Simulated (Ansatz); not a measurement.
Geometry optimisation, Ansatz, RHF/def2-SVP.

The input (input.yaml):

```yaml
crystal:
  periodic: [false, false, false]
  atoms:
    - { symbol: "N", position_ang: [-1.229, -1.4265, 0.7795] }
    - { symbol: Si, position_ang: [0.0219, -0.459, 1.3827] }
    - { symbol: "N", position_ang: [-0.54221, -0.08558, 2.82468] }
    - { symbol: C, position_ang: [-0.15681, -1.00857, 3.73538] }
    - { symbol: O, position_ang: [-0.91988, -2.29676, 3.64389] }
    - { symbol: O, position_ang: [1.20284, -1.16176, 4.11454] }
    - { symbol: H, position_ang: [-0.8174, -2.0942, 0.1939] }
    - { symbol: H, position_ang: [-1.6953, -0.7424, 0.0941] }
    - { symbol: H, position_ang: [1.36646, -1.11197, 1.20543] }
    - { symbol: H, position_ang: [-0.09467, 0.82152, 3.14581] }
    - { symbol: H, position_ang: [-1.83996, -2.07296, 3.57605] }
    - { symbol: H, position_ang: [1.44007, -2.07668, 4.17552] }
basis:
  gaussian: { orbitals: def2-SVP }
hamiltonian:
  xc: hf
relax:
  f_tol: 0.015
  max_steps: 40
```

Run as:

```bash
$ ansatz run input.yaml --threads 2 --pin off --max-ram 3072MiB --backend cpu --events-out ev --progress --plain --runs-dir out
```

Q: Where does it end, and by what steps?

A: The run converged. After 25 steps the energy has fallen by 6.882 eV; H11 moved furthest, 2.14 Å. The start is strongly strained (largest force component 10 eV/Å), so its close contacts needn't be bonds. Parted: O5–H11. Joined: N1–H11.

```json
{"step": "0", "energy less start (eV)": "0.0000", "largest force component (eV/Å)": "9.908", "accepted": "yes"}
{"step": "1", "energy less start (eV)": "-2.7064", "largest force component (eV/Å)": "7.460", "accepted": "yes"}
{"step": "2", "energy less start (eV)": "-4.1480", "largest force component (eV/Å)": "6.360", "accepted": "yes"}
{"step": "3", "energy less start (eV)": "-4.7368", "largest force component (eV/Å)": "3.119", "accepted": "yes"}
{"step": "4", "energy less start (eV)": "-5.1160", "largest force component (eV/Å)": "1.359", "accepted": "yes"}
{"step": "5", "energy less start (eV)": "-5.3342", "largest force component (eV/Å)": "0.807", "accepted": "yes"}
{"step": "6", "energy less start (eV)": "-5.4789", "largest force component (eV/Å)": "1.002", "accepted": "yes"}
{"step": "7", "energy less start (eV)": "-5.6322", "largest force component (eV/Å)": "0.331", "accepted": "yes"}
{"step": "8", "energy less start (eV)": "-5.7900", "largest force component (eV/Å)": "0.440", "accepted": "yes"}
{"step": "9", "energy less start (eV)": "-5.8936", "largest force component (eV/Å)": "0.620", "accepted": "yes"}
{"step": "10", "energy less start (eV)": "-6.0040", "largest force component (eV/Å)": "0.490", "accepted": "yes"}
{"step": "11", "energy less start (eV)": "-6.0937", "largest force component (eV/Å)": "0.599", "accepted": "yes"}
{"step": "12", "energy less start (eV)": "-6.2576", "largest force component (eV/Å)": "1.688", "accepted": "yes"}
{"step": "13", "energy less start (eV)": "-6.2369", "largest force component (eV/Å)": "4.650", "accepted": "no"}
{"step": "14", "energy less start (eV)": "-6.5198", "largest force component (eV/Å)": "1.268", "accepted": "yes"}
{"step": "15", "energy less start (eV)": "-6.6716", "largest force component (eV/Å)": "0.909", "accepted": "yes"}
{"step": "16", "energy less start (eV)": "-6.7050", "largest force component (eV/Å)": "1.380", "accepted": "yes"}
{"step": "17", "energy less start (eV)": "-6.8202", "largest force component (eV/Å)": "0.363", "accepted": "yes"}
{"step": "18", "energy less start (eV)": "-6.8584", "largest force component (eV/Å)": "0.727", "accepted": "yes"}
{"step": "19", "energy less start (eV)": "-6.8655", "largest force component (eV/Å)": "0.361", "accepted": "yes"}
{"step": "20", "energy less start (eV)": "-6.8577", "largest force component (eV/Å)": "1.047", "accepted": "no"}
{"step": "21", "energy less start (eV)": "-6.8799", "largest force component (eV/Å)": "0.076", "accepted": "yes"}
{"step": "22", "energy less start (eV)": "-6.8803", "largest force component (eV/Å)": "0.158", "accepted": "yes"}
{"step": "23", "energy less start (eV)": "-6.8798", "largest force component (eV/Å)": "0.193", "accepted": "no"}
{"step": "24", "energy less start (eV)": "-6.8819", "largest force component (eV/Å)": "0.023", "accepted": "yes"}
{"step": "25", "energy less start (eV)": "-6.8820", "largest force component (eV/Å)": "0.012", "accepted": "yes"}
```

```xyz
12
Properties=species:S:1:pos:R:3
N -1.328 -1.507 0.929
Si 0.039 -0.007 1.045
N 0.122 -0.142 2.871
C 0.216 -1.241 3.634
O 0.050 -2.372 3.257
O 0.484 -0.980 4.908
H -1.345 -1.913 0.007
H -2.264 -1.211 1.155
H 1.091 -1.038 0.699
H 0.190 0.711 3.390
H -1.034 -2.213 1.598
H 0.512 -1.803 5.379
```

Run time: 47 s on 2 threads of Arm Neoverse V2, on a shared host, peak memory 0.26 GiB.
